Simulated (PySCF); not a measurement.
A run for PySCF: R-MP2/6-31G* on CH3F (SMILES CF) with ghost functions, monomers drawn apart or pushed together.

```python
from pyscf import gto, scf, dft, mp
from pyscf.data.elements import chemcore

mol = gto.M(
    atom='''
    C    -0.52114624   -0.77472931    4.14928857
    F     0.31818400    0.21818384    3.65129202
    H    -0.13190424   -1.74606607    3.84356821
    H    -0.54067730   -0.69882365    5.23670559
    H    -1.52049708   -0.62377526    3.74055324
    ghost-Si    0.16149130    0.13117094    0.03924316
    ghost-H   -1.16059427    0.47776791    0.60672008
    ghost-H    1.15143419    1.17778745    0.36702817
    ghost-H    0.03266934    0.02505831   -1.43417435
    ghost-H    0.60231439   -1.17765768    0.57120317
    ''',
    basis='6-31g*',
    cart=True,
    charge=0, spin=0, verbose=3, max_memory=1800)
mf = scf.RHF(mol)
mf.conv_tol = 1e-8
mf.max_cycle = 100
mf.kernel()
if not mf.converged:
    mf = mf.newton().run(mf.mo_coeff, mf.mo_occ)
pt = mp.MP2(mf, frozen=chemcore(mol)).run()
```

It printed:

```
converged SCF energy = -139.035593664463
E(RMP2) = -139.338408937234  E_corr = -0.302815272770443
E(SCS-RMP2) = -139.333397794155  E_corr = -0.297804129691824
```

Self-consistency was reached.

Cost: about 0.5 core-seconds (a rough figure).
